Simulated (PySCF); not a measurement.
The same groups moved round the core (propene chloro+silyl). Isolated molecules, 0 K electronic values unless said otherwise. One relaxed conformer stands for each flexible species; it need not be the lowest. Strings in code marks are SMILES.

The numbers are results of PySCF with TPSSh-D3(BJ)/def2-TZVP // CAM-B3LYP-D3(BJ)/def2-TZVP, not measurements. All candidates: neutral, multiplicity 1. Excitations are Tamm–Dancoff values on a coarser integration grid. The basis has no diffuse functions, so Rydberg states are missing or too high.

```json
{
 "HOMO": "-6.57 eV",
 "S1 excitation (TDA)": "5.97 eV",
 "HOMO–LUMO gap": "5.55 eV"
}
```

Problem. Which member has these values?
A. `C/C([SiH3])=C\Cl`
B. `C/C([SiH3])=C/Cl`
C. `C/C=C(\[SiH3])Cl`
D. `C/C(Cl)=C\[SiH3]`

Solution. C, `C/C=C(\[SiH3])Cl`. The others give `C/C(Cl)=C\[SiH3]`: -6.81 eV, 6.24 eV, 5.65 eV; `C/C([SiH3])=C/Cl`: -6.67 eV, 6.31 eV, 5.68 eV; `C/C([SiH3])=C\Cl`: -6.75 eV, 6.53 eV, 5.90 eV
